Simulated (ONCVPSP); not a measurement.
# u(r) = r·R(r): atom against pseudo-atom (O)

Columns: radius, all-electron u(r) and pseudo u(r) of the 2p shell (level -43.24 eV) of oxygen in the configuration [He] 2s2 2p2; PBE, scalar-relativistic, ONCV scheme, ONCVPSP 4.0.1.

| r (bohr) | all-electron | pseudo |
| --- | --- | --- |
| 0.075 | 0.0775 | 0.0262 |
| 0.150 | 0.2351 | 0.1014 |
| 0.225 | 0.4083 | 0.2172 |
| 0.300 | 0.5673 | 0.3609 |
| 0.375 | 0.6998 | 0.5171 |
| 0.450 | 0.8031 | 0.6703 |
| 0.525 | 0.8784 | 0.8064 |
| 0.600 | 0.9279 | 0.9153 |
| 0.675 | 0.9543 | 0.9903 |
| 0.750 | 0.9612 | 1.0302 |
| 0.825 | 0.9525 | 1.0374 |
| 0.900 | 0.9313 | 1.0172 |
| 0.975 | 0.9007 | 0.9765 |
| 1.050 | 0.8633 | 0.9226 |
| 1.125 | 0.8211 | 0.8622 |
| 1.200 | 0.7760 | 0.8005 |
| 1.275 | 0.7293 | 0.7412 |
| 1.350 | 0.6821 | 0.6862 |
| 1.425 | 0.6354 | 0.6360 |
| 1.500 | 0.5897 | 0.5898 |
| 1.575 | 0.5456 | 0.5456 |
| 1.650 | 0.5034 | 0.5034 |
| 1.725 | 0.4633 | 0.4633 |
| 1.800 | 0.4255 | 0.4255 |
| 1.875 | 0.3900 | 0.3900 |
| 1.950 | 0.3568 | 0.3568 |

Problem. How many radial nodes do the two functions have?

Solution. The all-electron 2p function has n − l − 1 = 0; the pseudo-wave has 0.

Problem. At about which radius was the pseudo-wave matched?

Solution. 1.50 bohr, where the columns begin to agree (steps of 0.07 bohr).

Problem. Is the pseudo-wave norm-conserving?

Solution. Yes: the ONCV scheme keeps the norm inside the radius equal to the all-electron one, which fixes the energy derivative of the logarithmic derivative at the level.
